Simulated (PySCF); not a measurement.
Mg(H)(OMe) (CH4MgO), SMILES C[O][MgH].

Geometry optimised at B3LYP-D3(BJ)/def2-TZVP.

Computed with B3LYP/def2-TZVPD (PySCF).

Symmetry labels are those of the subgroup Cs that the program uses (full group C3v).

Computed valence orbital energies around the gap with their symmetry:
```csv
orbital,symmetry,energy (eV)
HOMO−7,A',-25.81
HOMO−6,A',-17.50
HOMO−5,A',-11.72
HOMO−4,A',-11.42
HOMO−3,A",-11.42
HOMO−2,A',-7.83
HOMO−1,A",-6.90
HOMO,A',-6.90
LUMO,A',-0.92
LUMO+1,A",-0.41
LUMO+2,A',-0.41
LUMO+3,A',0.54
```
